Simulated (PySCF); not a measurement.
Isomers of C8H11 (doublet state). Method used: PBE0-D3(BJ)/def2-SVP geometry optimisation, gas phase (PySCF 2.14.0). Energies are electronic, without zero-point or thermal terms, for one conformer each. No frequencies were run at this level. Point groups hold within 0.08 Å. The open-shell SCF solutions weren't tested for stability.

Question: Order them by energy at this level, lowest first, and give relative energies in kcal/mol.
A. `[CH3:1][CH2:2][C:3]1=[CH:4][CH2:5][C:6]=[CH:7][CH2:8]1` (doublet state) with C1–C2–C3–C4 -112°
B. `CC1=C[C@@H]2C[CH][C@H]1C2` [radical]

Answer: B (0.0), A (17.2).

| SMILES | E (Eh) | E rel (kcal/mol) | dipole (D) | point group | A, B, C (MHz) | ⟨S²⟩ |
| --- | --- | --- | --- | --- | --- | --- |
| CC1=C[C@@H]2C[CH][C@H]1C2 | -310.81025 | 0.0 | 0.41 | C1 | 3692, 1998, 1868 | 0.756 |
| CCC1=CC[C]=CC1 | -310.78291 | 17.2 | 1.19 | C1 | 4096, 1461, 1174 | 0.765 |

Question: How do the relative energies change in single points at B3LYP/IGLO-III on C, pcH-1 on H (no added dispersion term) on the same geometries?

Answer: 
| SMILES | PBE0-D3(BJ)/def2-SVP (kcal/mol) | B3LYP/IGLO-III on C, pcH-1 on H (kcal/mol) | shift |
| --- | --- | --- | --- |
| CC1=C[C@@H]2C[CH][C@H]1C2 | 0.0 | 0.0 | 0.0 |
| CCC1=CC[C]=CC1 | 17.2 | 6.4 | -10.8 |

Each column counts from its own lowest isomer. The order is unchanged; the largest shift is 10.8 kcal/mol.
